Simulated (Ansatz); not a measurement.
`BB(O)S` + H₂S → `OB(S)S` + BH₃  (cleavage of the B–B bond)

Computed with Ansatz on PBE0-D4/def2-TZVP structures; ΔE is electronic, products minus reactants. CBS: MP2 limit from def2 TZ/QZ plus the TZ coupled-cluster correction, frozen cores. This one scheme is used for every species. Functionals use def2-TZVPP. B3LYP here is the variant with VWN-RPA as its local correlation; programs differ in this. Each species was taken in one conformer, which may not be the lowest.

```csv
level,ΔE (kJ/mol),difference from CCSD(T)/CBS
PBE-D4,-69.9,8.3
r2SCAN-D4,-76.7,1.5
B3LYP-D4,-75.5,2.7
HF/def2-TZVPP,-82.3,-4.1
CCSD/def2-TZVPP,-76.9,1.3
CCSD(T)/def2-TZVPP,-78.2,0.0
HF/def2-QZVPP,-81.2,-3.0
MP2/def2-QZVPP,-87.8,-9.6
HF/CBS(def2),-81.1,-2.9
MP2/CBS(def2),-88.2,-10.0
CCSD(T)/CBS,-78.2,0
```

Largest T1 diagnostic among the species: 0.014.

From PBE to PBE0 (25 % exact exchange), in def2-TZVPP and without D4, ΔE moves by −5.0 kJ/mol. The D4 term adds −3.6 kJ/mol with B3LYP and −1.7 kJ/mol with PBE0; it sums over pairs of atoms, weighted by their polarisabilities, and B3LYP, whose exchange is more repulsive, gets the larger term.
